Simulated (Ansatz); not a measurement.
Total energies of SbCl₃ from Ansatz at PBE0-D4/def2-TZVPD, gas phase (1 Eh = 27.2114 eV = 2625.5 kJ/mol). The reference geometry is relaxed at PBE0-D4/def2-SVP.

```csv
atom,x (Å),y (Å),z (Å)
Sb1,0.829,-0.194,0.192
Cl2,-0.850,-1.826,0.503
Cl3,0.262,0.434,-2.014
Cl4,-0.240,1.586,1.318
```

| state | geometry | energy (Eh) |
| --- | --- | --- |
| charge 0 singlet | reference | -1620.58644 |
| charge -1 doublet | reference | -1620.60541 |
| free Sb atom (quartet) | – | -240.22290 |
| free Cl atom (doublet) | – | -459.99797 |

In the def2 sets Sb takes a core potential; there is no spin–orbit coupling.

Work out the vertical electron affinity, to the doublet.

E(charge 0 singlet) − E(charge -1 doublet) = -1620.58644 − (-1620.60541) = 0.01897 Eh = 0.52 eV.

What is the binding energy per atom against free atoms?

Atoms: 1 × (-240.22290) + 3 × (-459.99797) = -1620.21681 Eh. Binding: -1620.21681 − (-1620.58644) = 0.36963 Eh = 10.06 eV, or 2.51 eV for each of 4 atoms (no zero-point energy, no counterpoise term).

At PBE0-D4/def2-TZVPD the highest occupied level of the charge -1 doublet lies above zero (up to 1.14 eV). By energy differences its removal costs 0.52 eV (vertical, to the charge 0 singlet, at PBE0-D4/def2-TZVPD); a positive level beside a positive removal energy at the same level points to self-interaction error.
